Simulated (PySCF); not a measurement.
Compound: 2,3-difluorobenzonitrile, C7H3F2N.
Numbering: `[N:1]#[C:2][c:3]1[cH:4][cH:5][cH:6][c:7]([F:8])[c:9]1[F:10]`

Structure used (GFN2-xTB), in Å, numbered top down from 1:
```xyz
13
C7H3F2N angstrom
N      3.6121    0.2025   -0.2400
C      2.4713    0.1458   -0.1647
C      1.0614    0.0475   -0.0707
C      0.4538   -1.2047    0.0377
C     -0.9208   -1.3044    0.1292
C     -1.7091   -0.1647    0.1159
C     -1.1114    1.0793    0.0087
F     -1.8750    2.1805   -0.0045
C      0.2699    1.1972   -0.0847
F      0.8369    2.4034   -0.1893
H      1.0752   -2.0868    0.0466
H     -1.3851   -2.2742    0.2124
H     -2.7836   -0.2208    0.1857
```

Probes without a nucleus sit at each ring's centroid and 1 Å off its mean plane on both sides; NICS is minus the shielding there, NICSzz its component along the normal. Level: GIAO PBE0/pcSseg-1 (PySCF, non-relativistic, gas phase) on the GFN2-xTB geometry, one conformer.

Ring bond lengths (Å), with Mayer bond orders in brackets: C3–C4 1.396 (1.37), C4–C5 1.381 (1.46), C5–C6 1.386 (1.40), C6–C7 1.384 (1.44), C7–C9 1.389 (1.36), C9–C3 1.396 (1.26).

**Question.** Give the NICS values of each ring in ppm.

**Answer.** 
```tsv
ring	type	NICS(0)	NICS(1), two faces	NICS(1)zz, two faces	rms pucker (Å)	centre to ring atoms, mean (Å)
C3–C4–C5–C6–C7–C9	6-membered carbocycle; formal bonds all aromatic	-11.9	-11.4 / -11.4	-26.2 / -26.3	0.00	1.39
```

**Question.** What can be read from them?

**Answer.** 
- C3–C4–C5–C6–C7–C9: mean NICS(1)zz -26.3 ppm, shielded. The ring is flat and has no four-coordinate atom; by the NICS criterion it is aromatic.

**Question.** What does the geometric index give? HOMA = 1 − mean of α(R − Ropt)² over the ring bonds, with Krygowski's 1993 parameters (CC: Ropt 1.388 Å, α 257.7 Å⁻²).

**Answer.** 
- C3–C4–C5–C6–C7–C9: HOMA 0.99 = 1 − EN − GEO, with mean bond length 1.389 Å, EN = α(Ropt − mean)² = 0.000 and GEO = α × variance = 0.008. The geometric and the magnetic index point the same way.

**Question.** What field does 11.7 T along the ring normal induce along that normal at the second NICS(1) probe listed for ring C3–C4–C5–C6–C7–C9, 1 Å off the ring?

**Answer.** NICSzz × B0 = -26.3 ppm × 11.7 T = -308 μT, against the applied field.

**Question.** List the ring angles and the Hirshfeld charges of the ring atoms.

**Answer.** 
- C3–C4–C5–C6–C7–C9: C3 119.5° (-0.005 e), C4 120.2° (-0.030 e), C5 120.4° (-0.038 e), C6 119.6° (-0.046 e), C7 120.7° (+0.082 e), C9 119.5° (+0.090 e); sum 720.0° against 720° for a flat convex ring.

**Question.** What are the shieldings of the ring atoms and their hydrogens in the same run (means over atoms taken as equivalent)?

**Answer.** 
```
atoms                  environment  σ isotropic (ppm)  principal values of the symmetric part, first atom (ppm)
   C3  substituted aromatic carbon               77.4                                         -2.5, 74.3, 160.3
   C4           aromatic CH carbon               50.7                                        -52.1, 34.5, 169.6
   C5           aromatic CH carbon               56.7                                        -47.9, 38.7, 179.3
   C6           aromatic CH carbon               58.2                                        -29.5, 39.3, 164.7
   C7          aromatic C–F carbon               25.9                                         -36.4, 22.1, 91.9
   C9          aromatic C–F carbon               23.8                                         -37.6, 14.0, 94.8
  H11            aromatic hydrogen              24.04                                          20.5, 24.0, 27.7
  H12            aromatic hydrogen              24.26                                          20.8, 25.3, 26.6
  H13            aromatic hydrogen              24.03                                          20.7, 24.3, 27.1
```

The run took about 80 s of CPU time (with the writing of density and orbital grids) (one thread, shared machine). This is the whole shielding run at PBE0/pcSseg-1, SCF included.
